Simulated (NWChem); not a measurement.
InSiH$_{5}$; SMILES [SiH3][InH2]

Results from NWChem. def2 effective core potentials on In; no spin-orbit coupling. The level has its own optimisation; frequencies are unscaled.

**Question.** Predict the results for PBE0/def2-SVP (core potentials). Quantities: r H–In (Å); r In–Si (Å); r H–Si (Å); highest harmonic frequency (cm⁻¹); lowest (cm⁻¹); zero-point energy (kcal/mol).

**Answer.** The r H–In (Å) is 1.739, the r In–Si (Å) comes out as 2.589 and the r H–Si (Å) is 1.498. The highest harmonic frequency (cm⁻¹) is 2223 and the lowest (cm⁻¹) is 48. The zero-point energy (kcal/mol) comes out as 22.2.
